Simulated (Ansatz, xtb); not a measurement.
## Two isomers of CH6BeSeSi

Structure a: `[BeH][Se][SiH2]C`, a singlet. Structure b: `[CH3][Be][SiH2][SeH]`, a singlet. Both are isolated molecules in the gas phase, relaxed with PBE0-D3(BJ)/def2-SVP; the shapes shown needn't be the lowest conformers.

a (Å):

```yaml
atoms:
  - { symbol: C, position_ang: [-0.7573, -0.7343, -1.0255] }
  - { symbol: Be, position_ang: [3.3739, -1.4124, -0.3820] }
  - { symbol: Se, position_ang: [1.9315, -1.3346, 1.0459] }
  - { symbol: Si, position_ang: [0.5684, -2.0066, -0.6765] }
  - { symbol: H, position_ang: [-1.3844, -0.5807, -0.1343] }
  - { symbol: H, position_ang: [-1.4027, -1.0690, -1.8531] }
  - { symbol: H, position_ang: [-0.3036, 0.2298, -1.2981] }
  - { symbol: H, position_ang: [-0.0202, -3.3377, -0.3475] }
  - { symbol: H, position_ang: [1.4547, -2.1822, -1.8802] }
  - { symbol: H, position_ang: [4.3573, -1.4395, -1.2843] }
```

b (Å):

```yaml
atoms:
  - { symbol: C, position_ang: [-1.1571, 1.3778, 0.1140] }
  - { symbol: Be, position_ang: [0.3160, 0.7251, 0.5694] }
  - { symbol: Se, position_ang: [3.6316, 0.3285, -0.7839] }
  - { symbol: Si, position_ang: [2.2807, -0.0874, 1.0528] }
  - { symbol: H, position_ang: [-1.5767, 0.8755, -0.7765] }
  - { symbol: H, position_ang: [-1.0728, 2.4505, -0.1381] }
  - { symbol: H, position_ang: [-1.9167, 1.2963, 0.9121] }
  - { symbol: H, position_ang: [2.3564, -1.5367, 1.4315] }
  - { symbol: H, position_ang: [2.9950, 0.6703, 2.1306] }
  - { symbol: H, position_ang: [2.7214, -0.3300, -1.7348] }
```

Estimate E(b) − E(a) at the level CCSD(T)/def2-SVP + ΔMP2/def2-TZVPP.

Calculated at CCSD(T)/def2-SVP + ΔMP2/def2-TZVPP: E(b) − E(a) = +123.4 kJ/mol, so structure a lies lower.

Level by level:

| level | geometry | E(b) − E(a) (kJ/mol) | departure from the last row (kJ/mol) | job, with rough time for the two |
| --- | --- | --- | --- | --- |
| PBE0-D3(BJ)/def2-SVP | PBE0-D3(BJ)/def2-SVP | +115.7 | −7.6 | optimisation, 2.6 min |
| HF/def2-SVP | PBE0-D3(BJ)/def2-SVP | +123.6 | +0.2 | part of the CCSD(T) run |
| MP2/def2-SVP | PBE0-D3(BJ)/def2-SVP | +136.5 | +13.1 | part of the CCSD(T) run |
| CCSD(T)/def2-SVP | PBE0-D3(BJ)/def2-SVP | +123.7 | +0.3 | single point |
| CCSD(T)/def2-SVP + ΔMP2/def2-TZVPP | PBE0-D3(BJ)/def2-SVP | +123.4 |  | single point, 26 s |

As drawn, b has 1 C–Be, 1 Be–Si, 1 Se–H in place of 1 Be–Se, 1 C–Si, 1 Be–H.

None of the levels shown reverses the order. The largest departure from CCSD(T)/def2-SVP + ΔMP2/def2-TZVPP is that of MP2/def2-SVP, 13.1 kJ/mol. Levels run at GFN2-xTB geometries aren't shown. The last row adds to CCSD(T) the change of the MP2 difference between the two basis sets, here −0.3 kJ/mol.

With harmonic frequencies from PBE0-D3(BJ)/def2-SVP (ideal gas, rigid rotor, one conformer each, 298.15 K, 1 atm): on the last row, ΔE + ΔZPE = +119.6 kJ/mol. A mode under 50 cm⁻¹ makes harmonic enthalpies and free energies unreliable, so none is given.

The correlated steps freeze 15 core orbitals; the filled d shell of Se is correlated; the last core shell of Be is correlated, in a basis made for valence electrons. Codes used: Ansatz 0.2.0; the last row on 2 threads of Arm Neoverse V1 on a shared host.
